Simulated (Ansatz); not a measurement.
Energy needed to pull apart InHCl2 (SMILES [Cl][InH][Cl]), singlet, into free ground-state atoms, from the structure below (displaced at random from a GFN2-xTB minimum); no zero-point or spin–orbit terms; open-shell atoms are treated unrestricted, in their ground-state multiplicity.

```xyz
4
angstrom
Cl -1.7716 0.7929 -1.0878
In 0.0950 0.1229 0.0399
Cl 0.6254 -2.3908 0.0031
H 1.3355 1.4054 1.0630
```

Ansatz 0.2.0; basis: def2-TZVPP; cores frozen in the correlated methods. Filled d shells of the heavier atoms are correlated. Core potentials replace the inner electrons of the atoms past krypton. The def2 sets are not built for correlating such inner shells, so the correlated values are less sure here.

```
   method  atomization energy (eV)
   PBE-D4                     8.82
  BLYP-D4                     8.47
r2SCAN-D4                     8.82
  PBE0-D4                     8.62
  LC-wPBE                     8.45
  wB97M-V                        ?
       HF                     6.18
      MP2                        ?
     CCSD                     8.15
  CCSD(T)                     8.39
```

Task: What does MP2 give? (An estimate is asked for; the value comes from the calculation.)

Result: By the calculation: 8.45 eV, which is about 0.06 eV more than CCSD(T)/def2-TZVPP.

Task: What does wB97M-V give? (To be estimated.)

Result: The calculation gives: 8.72 eV, which is about 0.33 eV more than CCSD(T)/def2-TZVPP.

In triple zeta the MP2 and coupled-cluster atomization energies are still short of their basis limit by a few kcal/mol a bond, whereas those of the functionals are nearly converged, so these differences are not deviations from converged CCSD(T).

T1 diagnostic: at most 0.016.

For scale, one of the runs: CCSD(T)/def2-TZVPP forces, 148 basis functions (an equivalent command: `ansatz run in.yaml --threads 4`). Time: 87 s of wall clock on 4 CPU threads; the host was shared. Peak host memory: 1.7 GiB.
